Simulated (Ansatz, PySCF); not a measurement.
C2H4BBrO, SMILES C=CB(Br)O.

The structure is a stationary point at B3LYP-D3(BJ)/def2-SVP. This is a generated structure with no PubChem entry under its InChIKey; it may be hypothetical. Other conformers were not sampled.

Vertical ionisation energy (IE) and electron affinity (EA) in eV. Rows of orbital energies are one-electron estimates. Where ΔSCF, EOM or ADC give a negative EA the extra electron is unbound and the value depends on the basis.

| level | IE | EA |
|---|---|---|
| −ε(HOMO), −ε(LUMO), CAM-B3LYP/def2-TZVP (PySCF) | 9.46 | 0.39 |
| −ε(HOMO), −ε(LUMO), PBE/def2-TZVP (PySCF) | 7.02 | 2.46 |
| ΔSCF, CAM-B3LYP/def2-SVPD (Ansatz), final states of multiplicity 2 and 2 | 10.41 | -0.23 |
| ΔSCF, PBE/def2-SVPD (Ansatz), final states of multiplicity 2 and 2 | 9.96 | -0.18 |

Task: What vertical singlet–triplet gap does ΔSCF give with CAM-B3LYP/def2-SVPD (Ansatz, a program for electronic structure) and with PBE/def2-SVPD (Ansatz)? (The exact figures need the calculation; the answer reports its results.)

Result: 3.78 and 3.80 eV (triplet above singlet where positive).
